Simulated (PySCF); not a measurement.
Isomers of C4H7FN2Si, one GFN2-xTB conformer each. Single-point energies are computed at PBE0/pcSseg-1 (PySCF, gas phase, no added dispersion term), electronic only.

```tsv
SMILES	GFN2-xTB relative energy (kJ/mol)
C[SiH2]n1cncc1F	21.2
FCc1cncn1[SiH3]	0.0
Cc1c(F)cnn1[SiH3]	41.1
```

Conformers: `[CH3:1][SiH2:2][n:3]1[cH:4][n:5][cH:6][c:7]1[F:8]` with C1–Si2–N3–C4 124°; `[F:1][CH2:2][c:3]1[cH:4][n:5][cH:6][n:7]1[SiH3:8]` with F1–C2–C3–C4 131°.

**Question.** What does PBE0/pcSseg-1 give for the same structures?

**Answer.** 
| SMILES | PBE0/pcSseg-1 E (Eh) | PBE0/pcSseg-1 (kJ/mol) | GFN2-xTB (kJ/mol) | point group |
| --- | --- | --- | --- | --- |
| C[SiH2]n1cncc1F | -654.91386 | 0.0 | 21.2 | C1 |
| FCc1cncn1[SiH3] | -654.90237 | 30.2 | 0.0 | C1 |
| Cc1c(F)cnn1[SiH3] | -654.88081 | 86.8 | 41.1 | Cs |

GFN2-xTB puts FCc1cncn1[SiH3] lowest instead; measured from each level's own lowest isomer, the values differ by up to 45.7 kJ/mol (Cc1c(F)cnn1[SiH3]: 41.1 against 86.8). As drawn, the lowest has an Si–C bond, which the highest lacks; the highest has an N–N linkage, which the lowest lacks.

**Question.** Which frontier levels, dipoles and rotational constants go with these structures?

**Answer.** 
| SMILES | HOMO (eV, PBE0/pcSseg-1) | LUMO (eV) | dipole (D) | A, B, C (MHz) |
| --- | --- | --- | --- | --- |
| C[SiH2]n1cncc1F | -6.65 | 0.32 | 3.76 | 3052, 1382, 1053 |
| FCc1cncn1[SiH3] | -6.87 | 0.00 | 2.64 | 2331, 1747, 1049 |
| Cc1c(F)cnn1[SiH3] | -6.84 | 0.14 | 2.71 | 3349, 1291, 947.5 |
